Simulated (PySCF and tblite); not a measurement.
The numbers below are computed, except where a source is named.
C7H12, numbered as in [CH3:1][C@@H:2]1[CH2:3][C@@H:4]2[CH2:5][C@@H:6]2[CH2:7]1.

The ensemble was built from 60 distance-geometry starts (ETKDG and KDG, MMFF94s, GFN2-xTB) and rests on GFN2-xTB geometries. Free energies are PBE0-D3(BJ)/def2-SVP (IEF-PCM, cyclohexane) single points with GFN2-xTB rigid-rotor and vibrational terms (modes under about 100 cm⁻¹ blended into free rotors). Symmetry numbers and mirror images are counted. Conformers within 2.5 kcal/mol (GFN2-xTB free energy) were kept, 4 at most. Of two unlike H on one atom, a is the less shielded (mPW1PW91/pcSseg-1 (IEF-PCM, cyclohexane)). Programs: PySCF with density fitting and tblite.

An NOE distance is ⟨r⁻⁶⟩^(−1/6) over all pairs of like atoms and, for the average, over conformers.

The 5-ring runs over atoms 2–3–4–6–7.

```
conformer                                                 shape  weight %
        1    5-ring envelope (ring torsions -8, 0, 7, -12, 12°)      63.3
        2  5-ring envelope (ring torsions 17, 0, -18, 28, -28°)      36.7
```

Which H–H contacts under 3.5 Å would NOEs report (pairs on one atom left out) at 298.15 K?


```json
{"pair": "H2 ··· H3a/H7a", "in 1 (Å)": "2.30", "in 2 (Å)": "2.36", "average (Å)": "2.32"}
{"pair": "H4/H6 ··· H5a", "in 1 (Å)": "2.53", "in 2 (Å)": "2.53", "average (Å)": "2.53"}
{"pair": "H1 ··· H2", "in 1 (Å)": "2.57", "in 2 (Å)": "2.59", "average (Å)": "2.58"}
{"pair": "H3b/H7b ··· H5b", "in 1 (Å)": "2.77", "in 2 (Å)": "2.45", "average (Å)": "2.62"}
{"pair": "H3a/H7a ··· H4/H6", "in 1 (Å)": "2.70", "in 2 (Å)": "2.71", "average (Å)": "2.71"}
{"pair": "H1 ··· H3b/H7b", "in 1 (Å)": "2.70", "in 2 (Å)": "2.77", "average (Å)": "2.73"}
{"pair": "H1 ··· H5b", "in 1 (Å)": "2.58", "in 2 (Å)": "4.11", "average (Å)": "2.77"}
{"pair": "H2 ··· H3b/H7b", "in 1 (Å)": "2.84", "in 2 (Å)": "3.02", "average (Å)": "2.90"}
{"pair": "H4/H6 ··· H5b", "in 1 (Å)": "3.10", "in 2 (Å)": "3.10", "average (Å)": "3.10"}
{"pair": "H3b/H7b ··· H4/H6", "in 1 (Å)": "3.07", "in 2 (Å)": "3.22", "average (Å)": "3.12"}
```

Longer pairs under the limit may be missing.
